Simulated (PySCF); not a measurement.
CH5InO2S, SMILES C[S][In]([OH])[OH]. Atoms are numbered in the order given.

```xyz
10

In    -0.0134    -0.5128     0.0000
O     -1.0025    -2.2436     0.0000
H     -0.4041    -2.9998     0.0000
O      1.9913    -0.4352     0.0000
H      2.4208    -1.2972     0.0000
S     -0.9665     1.6562     0.0000
C      0.5866     2.6359     0.0000
H      1.4799     1.9972     0.0000
H      0.5977     3.2713     0.8957
H      0.5977     3.2713    -0.8957
```
Charge 0, spin multiplicity 1.

Coordinates come from a PBE0-D3(BJ)/def2-SVP optimisation. The structure was generated by enumeration; whether it is a known compound was not checked. The def2 effective core potentials stand for the cores of In; spin–orbit coupling is left out. One conformer was computed; it need not be the lowest.

Method: PBE0-D3(BJ)/def2-SVP (PySCF).

Frequencies are harmonic and unscaled.

Computed vibrational spectrum:
```tsv
mode	ν (cm⁻¹)	IR (km/mol)	Raman (Å⁴/amu)	depolarisation	moving atoms (share of kinetic energy)
1	35	0.3	0.2	0.75	H 61 %, S 16 %, C 15 %
2	68	2.5	0.2	0.75	H 49 %, O 28 %, C 16 %
3	82	0.8	0.6	0.75	O 52 %, C 16 %, In 15 %, H 12 %
4	119	8.3	0.2	0.75	H 44 %, O 30 %, In 21 %
5	132	37.4	2.2	0.74	O 76 %, H 12 %
6	146	14.0	0.1	0.75	H 61 %, O 19 %, In 10 %
7	195	0.5	5.1	0.47	C 44 %, S 20 %, H 18 %, In 14 %
8	233	206.0	1.8	0.75	H 91 %, O 9 %
9	375	20.5	13.8	0.13	S 79 %, In 15 %
10	589	55.6	19.8	0.08	O 90 %, In 8 %
11	615	94.3	10.2	0.41	O 82 %, In 17 %
12	713	4.7	10.5	0.37	C 60 %, S 31 %, H 9 %
13	750	118.0	1.6	0.75	H 94 %
14	816	17.4	0.8	0.37	H 92 %
15	970	6.3	2.2	0.75	H 85 %, C 14 %
16	995	9.3	2.5	0.72	H 83 %, C 15 %
17	1346	8.2	3.8	0.72	H 88 %, C 12 %
18	1458	6.0	12.2	0.75	H 95 %
19	1460	6.8	14.5	0.74	H 96 %
20	3071	20.6	157.0	0.05	H 98 %
21	3187	1.6	109.4	0.75	H 90 %, C 10 %
22	3194	2.3	39.9	0.57	H 90 %, C 10 %
23	3890	56.7	167.7	0.28	H 94 %
24	3905	56.7	197.0	0.28	H 94 %
```
